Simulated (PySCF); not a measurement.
This PySCF input asks for the NMR shieldings of SMILES [SiH3]N([SiH3])[C@@H]1CC[CH2][AlH]1, C4H14AlNSi2; the geometry comes from PBE0-D3(BJ)/def2-SVP.

```python
import basis_set_exchange as bse
import numpy as np
from pyscf import gto, dft
from pyscf.prop import nmr

atoms = """
Si    2.659580   -1.376023   -0.352398
N     1.453605   -0.239077    0.190791
Si    1.666436    1.449474    0.455906
C     0.035313   -0.664812    0.257450
C    -0.768569   -0.409701   -1.034265
C    -2.265923   -0.253003   -0.729634
C    -2.503420    0.830881    0.343331
Al   -1.028712    0.406752    1.582098
H     2.438994   -1.826701   -1.763288
H     3.991163   -0.702088   -0.262479
H     2.642611   -2.592835    0.517044
H     0.503605    1.809519    1.388739
H     1.477952    2.361448   -0.714911
H     2.950623    1.794226    1.130585
H     0.002222   -1.744335    0.500717
H    -0.601069   -1.189337   -1.798354
H    -0.408728    0.535088   -1.483454
H    -2.816012   -0.041747   -1.663081
H    -2.658686   -1.222656   -0.369692
H    -2.387914    1.835736   -0.103644
H    -3.524339    0.795125    0.755515
H    -0.912272    0.453357    3.169366
"""
names = dict.fromkeys(["Si", "N", "C", "Al", "H"], "pcSseg-1")
basis = {el: gto.basis.parse(bse.get_basis(n, elements=[el], fmt="nwchem")) for el, n in names.items()}
mol = gto.M(atom=atoms, basis=basis, charge=0, verbose=0)
mf = dft.RKS(mol, xc="PBE0")
mf.grids.level = 2
mf.grids.alignment = dft.numint.BLKSIZE   # the property module wants whole blocks of grid points
mf.conv_tol = 1e-9
mf.kernel()

calc = nmr.RKS(mf)   # GIAO
C = mf.mo_coeff
Co = C[:, mf.mo_occ > 0]
resp = mf.gen_response(singlet=True, hermi=2)
def vind(x):   # induced exchange potential for any number of trial vectors
    d = np.einsum("pi,xij,qj->xpq", C, 2 * x.reshape(-1, C.shape[1], Co.shape[1]), Co, optimize=True)
    return np.einsum("xpq,pi,qj->xij", resp(d - d.transpose(0, 2, 1)), C, Co, optimize=True).ravel()
mo1, _ = nmr.rhf.solve_mo1(calc, with_cphf=vind)
sigma = calc.kernel(mo1)
for i, s in enumerate(sigma):   # ppm
    print("%2d %-2s %9.2f" % (i, mol.atom_pure_symbol(i), np.trace(s) / 3))
```

Task: What are the results?

Result: 
```
 0 Si    405.44
 1 N     242.65
 2 Si    371.84
 3 C     130.50
 4 C     145.51
 5 C     157.44
 6 C     176.30
 7 Al    303.71
 8 H      26.61
 9 H      26.64
10 H      26.67
11 H      27.59
12 H      25.94
13 H      25.96
14 H      29.14
15 H      28.67
16 H      30.00
17 H      29.02
18 H      30.32
19 H      30.96
20 H      30.85
21 H      25.84
```

These numbers come from an equivalent density-fitted implementation of the same equations, which agrees with the script to about 0.01 ppm for H and up to a few tenths of a ppm for heavy atoms, so last digits may differ.

Task: Turn these shieldings into chemical shifts. Referencing at the same level of theory: ²⁹Si (σ = 351.99 ppm), ¹³C (σ = 184.41 ppm), ¹H (σ = 31.27 ppm) vs TMS; ¹⁵N (σ = 265.67 ppm) vs NH3; AlH4- for ²⁷Al (σ = 489.28 ppm).

Result: Averaging equivalent atoms: Si 0/2: -36.6; N 1: 23.0; C 3: 53.9; C 4: 38.9; C 5: 27.0; C 6: 8.1; Al 7: 185.6; H 21: 5.43; H 8/9/10/11/12/13: 4.70; H 15: 2.60; H 17: 2.25; H 14: 2.13; H 16: 1.27; H 18: 0.95; H 20: 0.41; H 19: 0.31 ppm. Experimental scales use liquid or dissolved standards, which lie at an offset from isolated NH3 (liquid NH3: subtract about 20 ppm).

Size and cost of the density-fitted run: 227 basis functions, 92 s wall time on 1 thread of an Arm Neoverse N1, shared host; peak memory 1 GiB.
